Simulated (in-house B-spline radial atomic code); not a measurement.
Atomic self-consistent-field run: Kr3+. Level of theory: scalar-relativistic (X2C) Hartree-Fock, spin-polarised, averaged over the determinants with the given up and down occupations, Fermi nucleus of rms radius 4.1884 fm, inside a hard spherical wall at 2.16 bohr; calculated with a radial B-spline atomic code at the basis-set limit.

Command:
```bash
python run_scf.py task.json out
```
Settings (nuclear radius in fm, mass in u):
```
Z                36
configuration    [Ar] 3d10 4s1 4p4
hamiltonian      x2c
method           hf
spin_polarised   True
nucleus          fermi
rms_radius       4.1884
atomic_mass      83.9115
speed_of_light   137.035999084
wall_radius      2.16
```

Output (hartree, bohr):
```
 radial grid: 59 intervals, B-splines of order 8, outer radius 2.16 bohr

 iter        energy (Eh)    residual
    1      -2781.2725189    4.49e-01
    2      -2781.7437603    8.79e-02
    3      -2781.8592507    1.72e-02
    4      -2781.8648716    5.90e-03
    5      -2781.8651490    2.54e-03
    6      -2781.8652343    2.93e-04
    7      -2781.8652358    5.96e-05
    8      -2781.8652359    4.25e-06
    9      -2781.8652359    4.71e-07
   10      -2781.8652359    1.60e-08

 total energy                    -2781.865236
 kinetic                           2875.77429
 electron-nucleus                 -6718.24896
 electron-electron                 1060.60944

 orbital      occ     eigenvalue          <r>       <r^2>       <1/r>       r_max
 1s up      1.000     -530.03703    0.0410428   0.0022808     37.6746     0.02659
 1s down    1.000     -529.98709    0.0410424  0.00228074     37.6747     0.02659
 2s up      1.000      -72.78859     0.182687   0.0394311     8.34793      0.1539
 2s down    1.000      -72.74535      0.18271   0.0394375      8.3454      0.1539
 2p up      3.000      -64.25048     0.159944    0.031323      7.9981      0.1233
 2p down    3.000      -64.20673     0.159998    0.031343      7.9954      0.1234
 3s up      1.000      -12.07454     0.527777    0.320187     2.73711      0.4657
 3s down    1.000      -11.96663     0.529545    0.322059     2.72241      0.4672
 3p up      3.000       -9.26827     0.539135    0.339914     2.55466      0.4631
 3p down    3.000       -9.17746     0.540296    0.340996     2.54584      0.4646
 3d up      5.000       -4.57373     0.559055    0.382765     2.25189      0.4156
 3d down    5.000       -4.52373     0.553715    0.373886     2.26509      0.4154
 4s up      1.000       -1.94512      1.22432     1.63479     1.07978       1.231
 4p up      3.000       -0.96321      1.25412     1.71937     1.04782       1.292
 4p down    1.000       -0.62576      1.25734     1.72843      1.0462       1.298
```

Run time, properties included: 0.15 s on 1 thread of Arm Neoverse V2 (shared host).

One-electron X2C: radii and densities carry no picture-change correction, so inner-shell <1/r> comes out high (for 1s by about 2 % at Z = 33, 5 % at 54, 10 % at 75, 30 % at 118) and <r> low.
